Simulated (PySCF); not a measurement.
Species: C₈H₈NP.
Atom-mapped SMILES: `[CH3:1][c:2]1[cH:3][p:4][cH:5][c:6]([CH3:7])[c:8]1[C:9]#[N:10]` (hydrogens: H11, H12, H13 on C1; H14 on C3; H15 on C5; H16, H17, H18 on C7)

Structure used (GFN2-xTB), in Å, numbered top down from 1:
```xyz
18
C8H8NP angstrom
C     -2.514   -0.309    0.294
C     -1.210    0.392    0.051
C     -1.190    1.752   -0.177
P      0.217    2.720   -0.474
C      1.449    1.503   -0.390
C      1.254    0.160   -0.148
C      2.426   -0.774   -0.106
C     -0.030   -0.369    0.064
C     -0.141   -1.757    0.305
N     -0.232   -2.884    0.500
H     -2.675   -1.080   -0.459
H     -2.504   -0.800    1.266
H     -3.345    0.391    0.262
H     -2.137    2.278   -0.174
H      2.466    1.844   -0.544
H      3.357   -0.240   -0.279
H      2.320   -1.549   -0.864
H      2.480   -1.271    0.862
```

IAO charges (e) from the PBE0/pcSseg-1 density (PySCF), one withheld:

| atom | bonded to | charge |
| --- | --- | --- |
| C1 | C2 H11 H12 H13 | -0.4296 |
| C2 | C1 C3 C8 | +0.0596 |
| C3 | C2 P4 H14 | -0.3941 |
| P4 | C3 C5 | +0.4144 |
| C5 | P4 C6 H15 | -0.3941 |
| C6 | C5 C7 C8 | +0.0596 |
| C7 | C6 H16 H17 H18 | -0.4296 |
| C8 | C6 C9 C2 | -0.0714 |
| C9 | C8 N10 | ? |
| N10 | C9 | -0.2428 |
| H11 | C1 | +0.1664 |
| H12 | C1 | +0.1663 |
| H13 | C1 | +0.1522 |
| H14 | C3 | +0.1632 |
| H15 | C5 | +0.1632 |
| H16 | C7 | +0.1523 |
| H17 | C7 | +0.1664 |
| H18 | C7 | +0.1663 |

Problem. What is the charge on C9?

Solution. The charges add up to the total charge, 0. The others sum to -0.1317, which leaves +0.1317 e for C9 (nitrile carbon); the computed value is +0.1315, the difference coming from rounding.

Problem. Add each hydrogen's charge to the atom that carries it.

Solution. C1 +0.0553, C3 -0.2309, C5 -0.2309, C7 +0.0554. Atoms without hydrogen keep their charges.

Problem. Across which bond do the charges differ most?

Solution. P4–C3: +0.4144 on P4 against -0.3941 on C3, a difference of 0.8085 e (P4–C5 within 0.003 e of it). The lower charge is on the more electronegative element of the two (Pauling values: C 2.55, P 2.19).

Problem. Take the bonds between elements whose Pauling electronegativities differ by more than 0.25. In how many does the more electronegative atom carry the lower charge?

Solution. In 11 of 11.

Problem. How much positive and how much negative charge does this set hold in all?

Solution. +1.9614 e on 12 atoms and -1.9616 e on 6.

The IAO scheme counts the electrons in orthogonalised intrinsic atomic orbitals, a minimal basis polarised so that it spans the occupied orbitals exactly. Geometry: GFN2-xTB; no solvent, vibrations or thermal averaging.
